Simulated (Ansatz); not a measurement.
The first iterations of a band of ClGaH2 + H4Si (9 atoms, charge 0, multiplicity 1).

All numbers below come from RKS r2SCAN/def2-SVP (Ansatz 0.2.0).

* movable images: 7
* climbing image: yes
* spring: 5.0 eV/Å²
* optimiser: quadratic models (default)
* start path: through a guess of the saddle point
* force threshold: 0.05 eV/Å
* iteration limit: 60
* end points: relaxed

Image 0:

```xyz
9
Properties=species:S:1:pos:R:3
Ga -1.189 -0.171 -1.269
Cl -0.398 0.698 -3.093
H -1.035 -1.714 -1.153
H -2.047 0.792 -0.398
H 0.603 0.240 -0.247
Si 0.940 0.076 1.217
H 2.192 -0.725 1.285
H 1.124 1.439 1.783
H -0.190 -0.634 1.875
```

Image 8:

```xyz
9
Properties=species:S:1:pos:R:3
Ga -1.141 -0.533 -0.450
Cl 0.442 0.776 -2.306
H -1.225 -1.850 -1.293
H -2.324 0.495 -0.524
H 0.800 1.702 -1.478
Si 0.561 -0.227 1.226
H 1.780 -1.070 1.000
H 1.030 1.204 1.207
H 0.078 -0.496 2.619
```

| iteration | highest image above the first end (eV) | largest band force component (eV/Å) |
| --- | --- | --- |
| 1 | 1.700 | 1.456 |
| 2 | 1.479 | 1.407 |

Problem. Does the band converge within its limit, and where does its top end?

Solution. The forces met the threshold. It ended after 7 iterations with the highest image 1.427 eV above the first end. A vibrational analysis at the climbing image gives one clearly imaginary mode, 622i cm⁻¹: a first-order saddle point. The orbitals stay closed-shell, which can raise the energy where a bond breaks towards radicals; this wasn't checked here.

Run time: 3 min on 2 threads of Arm Neoverse V2 (shared host), peak memory 0.18 GiB.
